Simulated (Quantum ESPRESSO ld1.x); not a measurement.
Problem. Gd III, configuration [Xe] 4f6.25 5d1 6s0.75 (fractional occupations, a model configuration). Calculated with ld1.x of Quantum ESPRESSO 7.5: Dirac Kohn-Sham, BLYP, spin-unpolarised, spherical densities, point nucleus; open shells are shared between the two j in proportion to 2j + 1.

Spin-orbit splittings of the eigenvalues, e(l+1/2) - e(l-1/2), with zeta = 2 splitting/(2l+1) and mean radii in bohr:

| shell | occ. | splitting (eV) | zeta (eV) | <r> j=l-1/2 | <r> j=l+1/2 |
|---|---|---|---|---|---|
| 2p | 6 | 696.1 | 464.1 | 0.07745 | 0.08430 |
| 3p | 6 | 142.8 | 95.17 | 0.2336 | 0.2467 |
| 3d | 10 | 31.09 | 12.44 | 0.2188 | 0.2228 |
| 4p | 6 | ? | ? | 0.5638 | 0.5931 |
| 4d | 10 | 5.798 | 2.319 | 0.6276 | 0.6379 |
| 4f | 6.25 | 0.8022 | 0.2292 | 0.8170 | 0.8267 |
| 5p | 6 | 4.680 | 3.120 | 1.457 | 1.544 |
| 5d | 1 | 0.4258 | 0.1703 | 2.203 | 2.246 |

Estimate the 4p splitting.

Solution. 31.95 eV (zeta = 21.30 eV).
